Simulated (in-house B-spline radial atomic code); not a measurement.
RPA and G0W0 for Al VII (Al6+), [He] 2s2 2p3, highest spin, as one setting changes: the highest l of the empty states. Start: Hartree-Fock. A dash marks a level of low quasi-particle weight. Computed with an all-electron radial atomic-structure program (B-spline basis): all electrons, non-relativistic, point nucleus, each spin shell either full or empty, empty states to the listed l with an (l + 1/2)⁻⁴ tail; G0W0 by contour deformation at full frequency.

```
highest l of the empty states  RPA summed (Eh)  RPA extrapolated (Eh)  G0W0 level (eV)
                            3         -0.31276               -0.33793    2p up -242.43
                            4         -0.32566                -0.3395    2p up -242.55
                            5          -0.3309                -0.3382    2p up -242.53
                            6                ?                      ?                ?
                            7         -0.33477               -0.33753    2p up -242.52
                            8         -0.33556               -0.33742    2p up -242.52
                            9         -0.33604               -0.33735    2p up -242.52
                           10                ?                      ?                ?
                           11         -0.33656               -0.33726    2p up -242.52
```

Task: What belongs in the row for 6?

Result: RPA summed (Eh): -0.33342; RPA extrapolated (Eh): -0.33774; G0W0 level (eV): 2p up -242.52.

Task: What belongs in the row for 10?

Result: RPA summed (Eh): -0.33635; RPA extrapolated (Eh): -0.33729; G0W0 level (eV): 2p up -242.52.
